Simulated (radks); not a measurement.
Valence configurations of S2+ (all share [Ne]). All-electron calculation, scalar-relativistic Kohn-Sham, PBEsol, spin-polarised, spherical densities, point nucleus; open shells are filled with parallel spins first. Program: a radial shooting solver on a logarithmic mesh with Libxc functionals. Energies are relative to 3s2 3p2; eigenvalues in eV for spin up.

| valence | E (eV) | moment (Bohr magnetons) | e(3p) | e(3s) |
|---|---|---|---|---|
| 3s2 3p2 | 0.000 | 2 | -28.944 | -40.380 |
| 3s1.5 3p2.5 | 3.969 | 3 | -29.578 | -41.092 |
| 3s1 3p3 | 7.129 | 4 | -30.110 | -41.702 |
| 3s0.5 3p3.5 | 15.405 | 3 | -30.142 | -41.722 |
| 3p4 | 22.876 | 2 | -30.050 | - |

NIST lists [Ne] 3s2 3p2 as the ground configuration; this level of theory agrees among the configurations tried. The energies are those of spherical high-spin densities, not of single terms.
